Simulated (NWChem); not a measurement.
System meant: C$_{6}$H$_{4}$Cl, doublet; SMILES [c]1c(Cl)cccc1

Here is an NWChem input.

```
start job
memory heap 200 mb stack 900 mb global 1100 mb
geometry units angstroms noautoz
  Cl    -0.075986    -2.293294     0.000000
  C     -0.039410    -0.537406     0.000000
  C     -1.196930     0.203345     0.000000
  C     -1.255667     1.578420     0.000000
  C     -0.029918     2.264808     0.000000
  C      1.171539     1.550167     0.000000
  C      1.180096     0.152594     0.000000
  H     -2.200888     2.114349     0.000000
  H     -0.020727     3.351629     0.000000
  H      2.117395     2.084373     0.000000
  H      2.113483    -0.402707     0.000000
end
basis spherical
  * library def2-svp
end
dft
  odft
  mult 2
  xc xpbe96 cpbe96
  iterations 4
  mulliken
end
task dft energy
```

End of the output:

```
     --------------------------
     Expectation value of S2:
     --------------------------
      <S2> =      0.7551 (Exact =     0.7500)

 center of mass
 --------------
 x =  -0.03457780 y =  -0.15926228 z =   0.00000000

 moments of inertia (a.u.)
 ------------------
        1170.694507868636           0.000000000000           0.000000000000
           0.000000000000         297.667133261987           0.000000000000
           0.000000000000           0.000000000000        1468.361641130622

     Multipole analysis of the density
     ---------------------------------

     L   x y z        total         alpha         beta         nuclear
     -   - - -        -----         -----         ----         -------
     0   0 0 0     -0.000000    -29.000000    -28.000000     57.000000

     1   1 0 0      0.306733      1.440924     -1.134191     -0.000000
     1   0 1 0      0.652516      0.258565      0.393951      0.000000
     1   0 0 1     -0.000000     -0.000000     -0.000000      0.000000

     2   2 0 0    -32.079421   -107.288108    -98.183569    173.392256
     2   1 1 0     -0.689737      0.772648      0.477925     -1.940309
     2   1 0 1     -0.000000     -0.000000     -0.000000      0.000000
     2   0 2 0    -32.430331   -324.347773   -321.850303    613.767745
     2   0 1 1      0.000000      0.000000      0.000000      0.000000
     2   0 0 2    -36.817662    -18.745577    -18.072085      0.000000

 ------------------------------------------------------------------------
 dft energy failed                                                                                  0
 ------------------------------------------------------------------------
 ------------------------------------------------------------------------
  current input line :
    26: task dft energy
 ------------------------------------------------------------------------
 ------------------------------------------------------------------------
 This type of error is most commonly associated with calculations not reaching convergence criteria
 ------------------------------------------------------------------------
 For more information see the NWChem manual at https://nwchemgit.github.io

0:dft energy failed:Received an Error in Communication
```

Task: What is wrong, and how is it mended?

Result: Convergence was not reached. Cause: the SCF was allowed too few iterations. This input runs:
```
start job
memory heap 200 mb stack 900 mb global 1100 mb
geometry units angstroms noautoz
  Cl    -0.075986    -2.293294     0.000000
  C     -0.039410    -0.537406     0.000000
  C     -1.196930     0.203345     0.000000
  C     -1.255667     1.578420     0.000000
  C     -0.029918     2.264808     0.000000
  C      1.171539     1.550167     0.000000
  C      1.180096     0.152594     0.000000
  H     -2.200888     2.114349     0.000000
  H     -0.020727     3.351629     0.000000
  H      2.117395     2.084373     0.000000
  H      2.113483    -0.402707     0.000000
end
basis spherical
  Cl library def2-svp
  C library def2-svp
  H library def2-svp
end
dft
  odft
  mult 2
  xc xpbe96 cpbe96
  iterations 150
  mulliken
end
task dft energy
```
It converges to -690.36360 Ha (PBE/def2-SVP, spin-unrestricted).
